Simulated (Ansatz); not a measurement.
Coupled-cluster run, C3H2F6 (`FC(F)(F)CC(F)(F)F`).

```yaml
crystal:
  periodic: [false, false, false]
  atoms:
    - {symbol: F, position_ang: [-0.024296, -2.005652, -0.270893]}
    - {symbol: C, position_ang: [0.744602, -0.942558, -0.508752]}
    - {symbol: F, position_ang: [1.744044, -0.956680, 0.373672]}
    - {symbol: F, position_ang: [1.280515, -1.097857, -1.726550]}
    - {symbol: C, position_ang: [-0.036307, 0.352373, -0.475567]}
    - {symbol: C, position_ang: [-0.703774, 0.687212, 0.839736]}
    - {symbol: F, position_ang: [-1.357495, 1.849585, 0.714069]}
    - {symbol: F, position_ang: [-1.593481, -0.235192, 1.207808]}
    - {symbol: F, position_ang: [0.173892, 0.826666, 1.833818]}
    - {symbol: H, position_ang: [-0.809102, 0.299902, -1.242788]}
    - {symbol: H, position_ang: [0.646602, 1.165101, -0.723954]}
basis:
  gaussian: {orbitals: def2-TZVPP}
correlation: {method: ccsd_t}
output: {orbitals: {seedname: orbitals}}
```

```sh
$ ansatz run in.yaml --threads 2 --pin off --events-out ev --progress --plain --max-ram 32768MiB --backend cuda --devices 0, --max-vram 18GiB
```

The program prints (abridged):

```
Functional definition: HF
2017 factors; integrals over basis functions are off by at most 9.1e-4 eV
mean field evaluation 1: about -19360.9384 eV, gradient 5.9e1 eV
mean field evaluation 2: about -19361.2634 eV, gradient 6.0e1 eV
mean field evaluation 4: about -19367.5308 eV, gradient 4.8e0 eV
mean field evaluation 8: about -19367.6123 eV, gradient 2.7e-1 eV
mean field -19367.61263657 eV, -711.7466365546 hartree, gradient 2.8e-6 eV, S^2 0.000000; 0 other end points of the search recorded, 0 dependent functions left out
9 core orbitals not correlated: weight in the atoms' cores, before any rotation towards them, 1.000 or more for the frozen orbitals, at most 0.000 for the correlated occupied ones
reference -19367.61263657 eV, -711.7466365546 hartree; 28, 28 occupied and 270, 270 virtual orbitals, 2017 factors
second order -53.40532039 eV of doubles, -0.00000000 eV of singles
cycle   1  -52.57258182 eV  change    8.3e-1 eV  update   1.4e-1
cycle   2  -53.61312866 eV  change    -1.0e0 eV  update   3.9e-2
cycle   3  -53.83668177 eV  change   -2.2e-1 eV  update   1.8e-2
cycle   4  -53.80574631 eV  change    3.1e-2 eV  update   3.7e-3
cycle   5  -53.80220605 eV  change    3.5e-3 eV  update   1.6e-3
cycle   6  -53.80421916 eV  change   -2.0e-3 eV  update   4.7e-4
cycle   7  -53.80402235 eV  change    2.0e-4 eV  update   1.7e-4
cycle   8  -53.80384501 eV  change    1.8e-4 eV  update   4.6e-5
cycle   9  -53.80384676 eV  change   -1.7e-6 eV  update   1.4e-5
perturbative correction -1.75657653 eV, -0.0645529969 hartree
Total energy: -19423.17305986 eV, -713.7884444503 hartree
```

It took 13 s on 2 threads of an AMD EPYC 7R13 on a shared host and a share of an NVIDIA H100 80 GB, with 0.86 GiB of host memory at the peak.

Correlation energy per correlated electron: -0.992 eV. T1 diagnostic: 0.0118.
